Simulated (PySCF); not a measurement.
Calculation: TPSSh-D3(BJ)/def2-TZVP // BP86-D3(BJ)/def2-SVP run with PySCF. All species are isolated molecules in the gas phase. One relaxed conformer stands for a flexible species; it need not be the lowest. 

Reference species: [Zn(NH2)2] (neutral, multiplicity 1).

```yaml
mean_distance_from_the_central_atom_to_its_bonded_neighbours: 1.829 Å
LUMO: -0.74 eV
```

Changed species: [Zn(NH2)(CH3)] (1 of 2 NH2 replaced by CH3; the reference has 0 of 2 NH2 replaced by CH3).

### Question
What does the change do to the mean distance from the central atom to its bonded neighbours and LUMO?

### Answer
the mean distance from the central atom to its bonded neighbours increases by 0.057 Å, to 1.886 Å; the LUMO rises by 0.37 eV, to -0.37 eV.
